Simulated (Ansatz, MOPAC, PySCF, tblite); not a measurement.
Breaking a bond: ClLi, singlet.

Methods: PM3, restricted, heats of formation (MOPAC); RKS-M06-2X/6-31G* = restricted M06-2X/6-31G*, spherical d (PySCF); GFN2-xTB, 300 K electronic temperature (tblite); FCI = full CI/cc-pVDZ, frozen core in Ansatz (a quantum-chemistry and plane-wave program).

Energies relative to the lowest point of each curve between 1.67 and 2.50 Å, where full CI is lowest, in kJ/mol; the last columns give the difference from FCI:

```
R / Å    PM3  RKS-M06-2X/6-31G*  GFN2-xTB    FCI  PM3 − FCI  RKS-M06-2X/6-31G* − FCI  GFN2-xTB − FCI
-----  -----  -----------------  --------  -----  ---------  -----------------------  --------------
1.67    18.9              106.5      59.4  122.9     -104.0                    -16.5           -63.5
1.80     2.6               38.1      13.0   47.4      -44.9                     -9.3           -34.4
1.89     0.0               13.9       1.0   19.5      -19.5                     -5.6           -18.5
2.01     4.9                0.7       0.0    2.4        2.5                     -1.7            -2.4
2.07    10.4                0.0       3.6    0.0       10.4                      0.0             3.6
2.19    26.1                6.4      15.6    3.7       22.3                      2.7            11.8
2.24    34.2               11.4      21.8    7.8       26.3                      3.6            14.0
2.34    52.4               24.2      35.7   19.2       33.2                      5.0            16.5
2.39    62.4               31.6      43.1   26.2       36.2                      5.4            16.9
2.50    85.5               49.5      59.9   43.4       42.0                      6.1            16.5
2.62   111.6               70.6      78.5   64.3       47.3                      6.2            14.2
2.71   131.4               86.8      92.3   80.8       50.6                      6.0            11.5
2.92   175.9              124.4     123.0  119.7       56.2                      4.7             3.2
3.09   209.0              153.6     146.8  150.6       58.4                      3.0            -3.8
3.36   254.7              196.2     182.0  196.6       58.1                     -0.4           -14.6
3.68   298.2              240.3     218.0  245.3       53.0                     -5.0           -27.3
4.08   339.3              286.0     254.3  296.8       42.5                    -10.9           -42.5
4.51   371.8              325.3         —  341.6       30.2                    -16.3               —
5.09   403.7              365.9         —  386.2       17.6                    -20.3               —
5.71   429.4              397.1         —  411.5       17.9                    -14.4               —
6.73   461.1              430.4         —  418.0       43.2                     12.4               —
7.78   485.7              451.2         —  418.5       67.3                     32.7               —
```

PM3 is furthest from FCI at 1.67 (-104.0 kJ/mol, below); its mean absolute difference over the points is 40.2 kJ/mol.

RKS-M06-2X/6-31G* is furthest from FCI at 7.78 (32.7 kJ/mol, above); its mean absolute difference over the points is 8.5 kJ/mol.

GFN2-xTB is furthest from FCI at 1.67 (-63.5 kJ/mol, below); its mean absolute difference over the points is 18.5 kJ/mol.

Dashes: no converged value, or the column stops at the first point that the program doubted or that broke a chosen test of continuity, which isn't proof of a fault.

The restricted form behind PM3, RKS-M06-2X/6-31G* keeps the bonding electrons paired and can't separate into open-shell fragments.
